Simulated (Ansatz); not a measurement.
Abridged output of a molecular run in Ansatz:

```
Functional definition: HF
1317 factors; integrals over basis functions are off by at most 9.6e-4 eV
mean field evaluation 1: about -147661.7683 eV, gradient 2.7e1 eV
mean field evaluation 2: about -147661.9030 eV, gradient 2.8e1 eV
mean field evaluation 4: about -147663.9317 eV, gradient 2.3e0 eV
mean field evaluation 8: about -147663.9643 eV, gradient 1.3e-1 eV
mean field -147663.96439336 eV, -5426.5506012260 hartree, gradient 3.0e-6 eV, S^2 0.000000; 0 other end points of the search recorded, 0 dependent functions left out
24 core orbitals not correlated: weight in the atoms' cores, before any rotation towards them, 1.000 or more for the frozen orbitals, at most 0.000 for the correlated occupied ones
reference -147663.96439336 eV, -5426.5506012260 hartree; 22, 22 occupied and 165, 165 virtual orbitals, 1317 factors
second order -21.66526953 eV of doubles, -0.00000000 eV of singles
cycle   1  -21.89061555 eV  change   -2.3e-1 eV  update   8.2e-2
cycle   2  -22.35837251 eV  change   -4.7e-1 eV  update   2.2e-2
cycle   3  -22.40830152 eV  change   -5.0e-2 eV  update   1.0e-2
cycle   4  -22.39617380 eV  change    1.2e-2 eV  update   2.5e-3
cycle   5  -22.39706396 eV  change   -8.9e-4 eV  update   1.0e-3
cycle   6  -22.39686460 eV  change    2.0e-4 eV  update   2.6e-4
cycle   7  -22.39670158 eV  change    1.6e-4 eV  update   8.6e-5
cycle   8  -22.39674551 eV  change   -4.4e-5 eV  update   2.9e-5
perturbative correction -0.79876154 eV, -0.0293539452 hartree
Total energy: -147687.15990041 eV, -5427.4030203877 hartree
```

Its atoms:

```xyz
7

C    -0.676    0.574    0.459
Al    0.642   -0.534   -0.413
Br    0.274   -1.379   -2.466
Br    2.608   -1.046    0.553
H    -0.341    0.901    1.445
H    -0.890    1.458   -0.149
H    -1.616    0.027    0.572
```

Which basis set was used?
A. def2-TZVPP
B. def2-SVP
C. def2-SVPD
D. cc-pV(D+d)Z

A. It gives 211 functions.

Write the keys of the input that set method, charge and spin (a neutral closed shell needs none for the last two).


```yaml
correlation: {method: ccsd_t}
```
